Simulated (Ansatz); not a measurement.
Cost and result up the ladder for Sn₉H₁₅ (24 atoms). The state is a doublet with charge 0. Geometry: PBE-D4/def2-SVP.

```xyz
24

Sn    1.029   -2.984    0.187
Sn   -1.580   -0.509   -2.725
Sn   -2.441   -0.387    1.788
Sn    1.844    0.737    2.785
Sn   -0.564    3.300   -0.200
Sn   -1.562   -2.023   -0.352
Sn    2.815   -0.870    0.676
Sn    0.017    1.795   -2.522
Sn   -0.713    1.818    2.214
H     1.586   -3.945   -1.149
H     0.984   -4.022    1.577
H    -1.030   -1.489   -4.052
H    -3.212   -0.035   -3.083
H    -2.554   -1.349    3.231
H    -4.054    0.160    1.444
H     1.753   -0.243    4.218
H     2.984    2.004    3.126
H    -2.089    4.093   -0.460
H     0.621    4.563   -0.041
H    -2.650   -3.378   -0.526
H     4.409   -1.470    1.031
H     2.935    0.107   -0.753
H    -0.214    2.797   -3.926
H     1.687    1.329   -2.491
```

Ansatz on 2 threads of AMD EPYC 7R13 on a shared host and a share (18 GiB) of an NVIDIA H100 80GB HBM3. Times are rough, and most runs start from the orbitals of an earlier one. ωB97X-V/def2-TZVP serves as the yardstick here, not as an exact answer. Differences are given only for rows in sets of like size (and for xTB, whose basis is part of the method), since another set adds its own error. Binding counts from free atoms at the same level (Sn triplet, H doublet; other spins of the atoms weren't run), without zero-point energy or a counterpoise term.

In the def2 sets Sn takes a core potential, while STO-3G treats all electrons; there is no spin–orbit coupling. Correlated methods freeze 36 core orbitals; core or outer-core shells of Sn are correlated, in sets that lack core-valence functions. Single mean-field runs in def2-TZVP are fitted with def2-universal-jkfit.

Correlated methods converge slowly with the basis.

```tsv
level	functions	binding energy per atom (eV)	difference from ωB97X-V/def2-TZVP (eV)
HF/STO-3G	258	3.43	–
ωB97X-V/def2-TZVP	540	2.42	0.00
r2SCAN-D4/def2-TZVP (with forces)	540	2.38	-0.05
PBE-D4/def2-SVP	309	2.35	–
revPBE-D4/def2-TZVP	540	2.29	-0.14
MP2/def2-TZVP	540	2.21	-0.22
PBE0-D4/def2-SVP	309	2.34	–
B97M-V/def2-TZVP	540	2.44	0.02
PBE-D4/def2-TZVP	540	2.36	-0.07
PBE0-D4/def2-TZVP (with forces)	540	2.35	-0.07
```

Question: Estimate how long each takes.

Answer: revPBE-D4/def2-TZVP 6.5 s; HF/STO-3G 7 s; PBE-D4/def2-SVP 8 s; PBE-D4/def2-TZVP 8.6 s; PBE0-D4/def2-SVP 10 s; r2SCAN-D4/def2-TZVP (with forces) 11 s; PBE0-D4/def2-TZVP (with forces) 12 s; ωB97X-V/def2-TZVP 13 s; MP2/def2-TZVP 13 s; B97M-V/def2-TZVP 14 s. On shared hardware such times vary by a factor of up to 3.
